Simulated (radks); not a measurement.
Values are calculated unless marked as measured or tabulated.
Effect of the nuclear size on the cerium ion Ce3+, [Xe] 4f1. Level of theory: Dirac Kohn-Sham, relativistic LDA (MacDonald-Vosko exchange, VWN5 correlation), spin-unpolarised, spherical densities, finite nucleus; open shells are shared between the two j in proportion to 2j + 1; Fermi nuclear charge, rms radius 4.8771 fm (a radial shooting solver on a logarithmic mesh with Libxc functionals). The rms radius is varied about that value; shifts are against it.

| rms radius (fm) | total energy shift (eV) | density at nucleus (e/bohr^3) | 1s1/2 shift (meV) | 2s1/2 shift (meV) | 4p1/2 shift (meV) | 5s1/2 shift (meV) | 5p1/2 shift (meV) | 4f7/2 shift (meV) | 6s1/2 (empty) shift (meV) |
|---|---|---|---|---|---|---|---|---|---|
| 4.1065 | -3.02 | 3.919e+05 | -1250 | -153 | 0.413 | -1.24 | 0.104 | 0.249 | -0.270 |
| 4.4625 | -1.68 | 3.852e+05 | -692 | -84.7 | 0.229 | -0.688 | 0.058 | 0.138 | -0.150 |
| 4.8771 | 0 | 3.782e+05 | 0.000 | 0.000 | 0.000 | 0.000 | 0.000 | 0.000 | 0.000 |
| 5.1648 | 1.23 | 3.737e+05 | 509 | 62.3 | -0.169 | 0.506 | -0.043 | -0.102 | 0.110 |
| 5.6965 | 3.66 | 3.662e+05 | 1510 | 185 | -0.500 | 1.50 | -0.126 | -0.301 | 0.327 |

Slopes of the eigenvalues against <r^2> in GHz/fm^2, as finite differences over the two radii next to the reference (eigenvalue slopes, not the field-shift constants of lines): 1s1/2 43000, 2s1/2 5260, 4p1/2 -14.2, 5s1/2 42.7, 5p1/2 -3.60, 4f7/2 -8.57, 6s1/2 (empty) 9.31.
